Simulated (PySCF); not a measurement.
# [Ti(F)(H)3] (charge 0, multiplicity 1)

The numbers are results of TPSSh-D3(BJ)/def2-TZVP // BP86-D3(BJ)/def2-SVP (PySCF), not measurements.

```json
{
 "HOMO": "-8.37 eV",
 "dipole_moment": "0.66 D",
 "HOMO–LUMO gap": "4.76 eV",
 "LUMO": "-3.61 eV",
 "charge on the central atom (Mulliken)": "0.85 e",
 "charge on the central atom (meta-Löwdin)": "1.17 e",
 "total_energy": "-25882.71 eV",
 "cost": "around 30 core-seconds (rough)"
}
```

Bond lengths (Å): Ti1–F2 1.723, Ti1–H3 1.702, Ti1–H4 1.701, Ti1–H5 1.702. Bond angles (°): F2–Ti1–H3 107.9, F2–Ti1–H4 107.8, F2–Ti1–H5 107.9, H3–Ti1–H4 111.0, H3–Ti1–H5 111.0, H4–Ti1–H5 111.0.
Charge 0, spin multiplicity 1.
